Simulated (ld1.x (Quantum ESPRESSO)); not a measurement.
# ytterbium (Yb), TM semilocal: configuration errors across variants

| Property | Result |
| --- | --- |
| Element | ytterbium (Yb) |
| Generator | ld1.x (Quantum ESPRESSO) 7.5 |
| Type | norm-conserving Troullier–Martins (semilocal form) |
| Functional | PBE |
| Relativity | scalar-relativistic |
| Frozen core | [Xe] 4f13 |
| Valence charge | 3 |
| Reference configuration | 5d1 6s1.5 6p0.5 |
| Partial waves | 6p (bound): rc 4.20 bohr; 5d (bound): rc 2.20 bohr; 6s (bound): rc 3.40 bohr |
| Local potential | the s channel |
| Core correction | Bessel-smoothed model core inside 1.80 bohr |

All-electron excitation energies from the reference (eV): (1) 5d1 6s2 6p0 -1.642; (2) 5d1 6s1 6p0 5.614; (3) 5d1 6s0 6p0 18.719; (4) 5d2 6s0 6p0 7.925; (5) 5d1 6s0 6p1 9.758; (6) 5d0 6s2 6p1 -0.563; (7) 5d1 6s1 6p1 1.692.

A semilocal file is local in each channel, so a ghost entry of none says nothing of the separable form that plane-wave codes build from it.

Errors AE − PS in meV (a dash: test not solved or not reliable):

| change | (1) | (2) | (3) | (4) | (5) | (6) | (7) | bound ghosts |
| --- | --- | --- | --- | --- | --- | --- | --- | --- |
| base | -0.9 | -4.9 | -45 | -80 | -18 | -86 | -2.5 | none |
| all radii but the core radius scaled by about 0.75 (s 2.54, p 3.14, d 1.64 bohr) | -0.4 | -4.9 | -42 | -80 | -11 | -80 | -1.9 | none |
| all radii but the core radius scaled by about 0.84 (s 2.86, p 3.54, d 1.86 bohr) | -0.7 | -5.4 | -42 | -91 | -16 | -95 | -2.2 | none |
| all radii but the core radius scaled by about 0.93 (s 3.18, p 3.92, d 2.06 bohr) | -0.8 | -5.3 | -42 | -89 | -17 | -94 | -2.4 | none |
| all radii but the core radius scaled by about 1.05 (s 3.58, p 4.42, d 2.32 bohr) | -0.9 | -4.7 | -49 | -72 | -20 | -76 | -2.6 | none |
| all radii but the core radius scaled by about 1.15 (s 3.90, p 4.82, d 2.52 bohr) | -1.0 | -4.9 | -65 | -55 | -21 | -57 | -2.8 | none |
| all radii but the core radius scaled by about 1.23 (s 4.18, p 5.16, d 2.70 bohr) | -1.3 | -5.4 | -91 | -37 | -28 | -33 | -3.4 | none |
| all radii but the core radius scaled by about 1.39 (s 4.74, p 5.86, d 3.06 bohr) | -2.8 | -7.4 | -168 | -4.1 | -53 | +17 | -5.5 | none |

Task: Give the same row for: all radii but the core radius scaled by about 1.32 (s 4.48, p 5.54, d 2.90 bohr).

Result: -2.3, -5.7, -130, -17, -45, -5.2, -4.8; bound ghosts: none.
